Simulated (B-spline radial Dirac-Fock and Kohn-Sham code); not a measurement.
## X-ray form factors of neodymium in several charge states

Model: configuration-average Dirac-Fock orbitals. Program: a B-spline atomic structure program.

Configurations: Nd⁵⁺ [Kr] 4d10 4f2 5s2 5p5; Nd⁷⁺ [Kr] 4d10 4f2 5s2 5p3; Nd¹²⁺ [Kr] 4d10 5s2; Nd¹³⁺ [Kr] 4d10 5s1; Nd¹⁴⁺ [Kr] 4d10. The first column is f₀ of Nd⁵⁺, the others are differences from it.

| s (Å⁻¹) | Nd⁵⁺ | Δ Nd⁷⁺ | Δ Nd¹²⁺ | Δ Nd¹³⁺ | Δ Nd¹⁴⁺ |
| --- | --- | --- | --- | --- | --- |
| 0 | 55.000 | -2.000 | -7.000 | -8.000 | -9.000 |
| 0.05 | 54.450 | -1.883 | -6.697 | -7.664 | -8.633 |
| 0.1 | 52.890 | -1.564 | -5.860 | -6.733 | -7.613 |
| 0.15 | 50.554 | -1.128 | -4.674 | -5.407 | -6.152 |
| 0.2 | 47.750 | -0.676 | -3.375 | -3.941 | -4.524 |
| 0.25 | 44.777 | -0.292 | -2.175 | -2.568 | -2.982 |
| 0.3 | 41.863 | -0.022 | -1.213 | -1.446 | -1.701 |
| 0.35 | 39.145 | +0.130 | -0.540 | -0.641 | -0.762 |
| 0.4 | 36.674 | +0.183 | -0.137 | -0.142 | -0.161 |
| 0.45 | 34.450 | +0.171 | +0.056 | +0.111 | +0.159 |
| 0.5 | 32.440 | +0.127 | +0.109 | +0.194 | +0.275 |
| 0.6 | 28.927 | +0.024 | +0.039 | +0.113 | +0.192 |
| 0.7 | 25.938 | -0.035 | -0.043 | -0.017 | +0.014 |
| 0.8 | 23.400 | -0.049 | -0.059 | -0.076 | -0.090 |
| 0.9 | 21.291 | -0.038 | -0.031 | -0.068 | -0.107 |
| 1 | 19.572 | -0.021 | +0.006 | -0.031 | -0.072 |
| 1.1 | 18.177 | -0.006 | +0.033 | +0.007 | -0.022 |
| 1.2 | 17.024 | +0.003 | +0.048 | +0.036 | +0.021 |
| 1.4 | 15.146 | +0.006 | +0.049 | +0.056 | +0.062 |
| 1.6 | 13.508 | +0.001 | +0.039 | +0.048 | +0.058 |

Values without a named source are computed, but for edge energies of neutral atoms, which are taken from tables.
